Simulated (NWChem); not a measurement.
## Correlation energy of H3B

```xyz
4

B      0.0000     0.0000     0.0000
H      0.0000     0.0000     1.2044
H     -1.0430     0.0000    -0.6022
H      1.0430     0.0000    -0.6022
```
Charge 0, spin multiplicity 1.

The numbers come from NWChem runs, not from measurements. Structure: optimised with B3LYP/def2-SVP, a minimum by its harmonic frequencies.

Basis set: 6-311G**. Each correlation energy counts from its own Hartree-Fock reference.

The correlated methods keep 1 core orbital frozen. The Pople sets run with spherical d functions. The structure started from a generated list of species. Coupled-cluster values serve here as a point of comparison, not as the truth.

**Question.** One of these methods gave a correlation energy of -97.7 mHa. Which?
A) MP2
B) CCSD
C) CR-CCSD[T]
D) SCS-MP2

**Answer.** A, MP2. The others give -108.5 (SCS-MP2), -122.5 (CR-CCSD[T]), -120.8 (CCSD).
